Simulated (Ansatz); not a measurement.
Start from `BC(O)[SiH2]C` and change one atom or group to get `BC(O)CC`.

Ansatz, PBE0-D4/def2-TZVP geometries, multiplicity 1. Each molecule was computed in one conformer, which needn't be the lowest.

| property | `BC(O)[SiH2]C` |
| --- | --- |
| HOMO–LUMO gap (PBE/def2-TZVPP) / eV | 3.99 |
| HOMO–LUMO gap (PBE0/def2-TZVPP) / eV | 6.27 |
| HOMO energy (B3LYP/def2-TZVPP) / eV | -7.26 |
| LUMO energy (PBE/def2-TZVPP) / eV | -2.15 |
| LUMO energy (B3LYP/def2-TZVPP) / eV | -1.42 |
| size of the dipole moment (PBE/def2-TZVPP) / D | 1.81 |

Task: What does the change do to each property? (An estimate is asked.)

Result: Computed: 
```tsv
property	`BC(O)CC`	shift
HOMO–LUMO gap (PBE/def2-TZVPP) / eV	5.87	1.88
HOMO–LUMO gap (PBE0/def2-TZVPP) / eV	8.17	1.90
HOMO energy (B3LYP/def2-TZVPP) / eV	-7.75	-0.49
LUMO energy (PBE/def2-TZVPP) / eV	-0.73	1.42
LUMO energy (B3LYP/def2-TZVPP) / eV	-0.13	1.29
size of the dipole moment (PBE/def2-TZVPP) / D	2.59	0.78
```

With PBE0 the HOMO falls by 0.46 eV and the LUMO rises by 1.43 eV, so the gap widens by about 1.89 eV. PBE moves the HOMO by -0.46 eV and ωB97M-V by -0.54 eV. Dipoles are sizes alone; their direction can turn.

B3LYP here is the variant with VWN-RPA as its local correlation; programs differ in this.
